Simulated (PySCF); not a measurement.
Species: C₅H₁₅AlBN.
SMILES with atom numbers: `[BH2:1][C@@H:2]1[CH2:3][CH2:4][AlH2-:5][N+:6]1([CH3:7])[CH3:8]`

Definitions: NICS(0) = −σiso at the ring centroid; NICS(1) = −σiso and NICS(1)zz = −σzz at ±1 Å along the ring normal z. Level: GIAO HF/pcSseg-1 (PySCF, non-relativistic, gas phase) on the PBE0-D3(BJ)/def2-SVP geometry, one conformer.

Ring bond lengths (Å): C2–C3 1.545, C3–C4 1.533, C4–Al5 2.001, Al5–N6 2.083, N6–C2 1.498.

Give the NICS values of each ring in ppm.

| ring | type | NICS(0) | NICS(1), two faces | NICS(1)zz, two faces | rms pucker (Å) | centre to ring atoms, mean (Å) |
| --- | --- | --- | --- | --- | --- | --- |
| C2–C3–C4–Al5–N6 | 5-membered ring with Al and N; formal bonds all single | -4.5 | -3.5 / -2.8 | -1.5 / -0.4 | 0.19 | 1.44 |

What do they say, and how far can they be read as aromaticity?

- C2–C3–C4–Al5–N6: mean NICS(1)zz -0.9 ppm, near zero. C2, C3, C4, Al5, N6 have four or more neighbours, and the NICS criterion for π rings isn't applied.

List the ring angles.

- C2–C3–C4–Al5–N6: C2 109.7°, C3 111.5°, C4 106.6°, Al5 89.2°, N6 102.8°; sum 519.9° against 540° for a flat convex ring.

How shielded are the nuclei of the rings and their hydrogens (means over atoms taken as equivalent)?

```tsv
atoms	environment	σ isotropic (ppm)	principal values of the symmetric part, first atom (ppm)
C2	sp3 carbon bound to nitrogen	124.4	104.8, 126.3, 142.2
C3	ring CH2 carbon	168.2	144.2, 178.3, 182.2
C4	ring CH2 carbon	191.1	174.3, 189.7, 209.1
Al5	aluminium bonded to C, N and 2 H	434.0	420.3, 434.7, 446.9
N6	nitrogen bonded to Al and 3 C	244.9	214.8, 256.9, 262.8
H on C2	methine hydrogen	29.77	24.2, 29.5, 35.6
H on C3	methylene hydrogen	29.56	23.3, 27.3, 38.1
H on C3	methylene hydrogen	30.44	25.9, 29.4, 36.0
H on C4	methylene hydrogen	31.56	27.0, 28.3, 39.4
H on C4	methylene hydrogen	31.73	26.7, 28.3, 40.2
H on Al5	Al–H hydrogen	28.01	24.7, 26.5, 32.8
H on Al5	Al–H hydrogen	27.93	24.5, 26.5, 32.8
```

How do the values depend on the level or the medium?

| level | NICS(0), C2–C3–C4–Al5–N6 | mean NICS(1)zz, C2–C3–C4–Al5–N6 |
| --- | --- | --- |
| HF/pcSseg-1, gas | -4.5 | -0.9 |
| PBE0/pcSseg-1, gas | -4.3 | -1.0 |

The geometry is the same throughout.
